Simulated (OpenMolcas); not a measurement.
**Dy2+: moving the ligands**

Dy2+ with 7 ligands (fluoride) in pentagonal bipyramidal coordination (D5h) at 2.44 Å, the axial distance 2.782 Å. A charge of +0.714 e stands 3.2 Å behind each ligand. Ligand basis ANO-RCC-VDZP.

| Item | Value |
| --- | --- |
| Program | OpenMolcas 26.06 |
| Method | CASSCF |
| Basis | ANO-RCC-VDZP [7s6p4d2f1g] |
| Scalar Hamiltonian | DKH2, point nucleus |
| Active space | 10 electrons in 7 orbitals (4f) |
| State averaging | 2S+1 = 5 even, 35 roots (33 in the spin-orbit step); 2S+1 = 3 even, 106 roots kept (CI in the orbitals of an earlier block); 2S+1 = 1 even, 39 roots kept (CI in the orbitals of an earlier block, 31 in the spin-orbit step) |
| Spin-orbit coupling | state interaction with AMFI integrals over the reference wave functions |

Runs around this geometry, states. Energies in cm-1 above the lowest state or level, χT in cm3 K/mol.

```
R (Å)  Ground state  First state of that spin  First gap with spin-orbit (degeneracies)  Width of lowest J  χT at 300 K
 2.41      2S+1 = 5                      32.9                               14.6 (1, 2)                362       13.883
 2.44      2S+1 = 5                      31.5                               14.0 (1, 2)                352       13.890
 2.52      2S+1 = 5                      27.9                               12.4 (1, 2)                326       13.905
```

Taking the width of the lowest J multiplet as R^-n, n = -ln(326 / 362) / ln(2.52 / 2.41) = 2.3 between the shortest and longest distance.

High states are left out of the spin-orbit mixing, which shifts the levels that they would mix with. Without dynamic correlation the ligand-field splitting of an f shell can come out too small, at times by half. A group larger than the point group allows holds several states that coincide in this model. No measured value stands beside these numbers; the geometry is a model, was not optimised and need not be the one that this ion takes.

A state without a sure symmetry label is named by its multiplicity alone.
